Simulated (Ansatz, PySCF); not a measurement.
C2H6F2Si, SMILES F[Si@H](CF)C.

The structure is a stationary point at PBE0-D3(BJ)/def2-SVP. The structure was generated by enumeration; whether it is a known compound was not checked. Other conformers were not sampled.

Vertical ionisation energy (IE) and electron affinity (EA) in eV. Rows of orbital energies are one-electron estimates. Where ΔSCF, EOM or ADC give a negative EA the extra electron is unbound and the value depends on the basis.

| level | IE | EA |
|---|---|---|
| −ε(HOMO), −ε(LUMO), CAM-B3LYP/def2-TZVP (PySCF) | 10.00 | -1.48 |
| −ε(HOMO), −ε(LUMO), PBE/def2-TZVP (PySCF) | 7.00 | 0.34 |
| ΔSCF, PBE0/def2-SVPD (Ansatz), final states of multiplicity 2 and 2 | 10.89 | -1.56 |
| ΔSCF, PBE/def2-SVPD (Ansatz), final states of multiplicity 2 and 2 | 10.42 | -1.41 |

Q: What vertical singlet–triplet gap does ΔSCF give with PBE0/def2-SVPD (Ansatz, an electronic-structure program) and with PBE/def2-SVPD (Ansatz)? (An estimate is asked for; the answer gives what the named calculation found.)

A: 7.12 and 6.55 eV (triplet above singlet where positive).
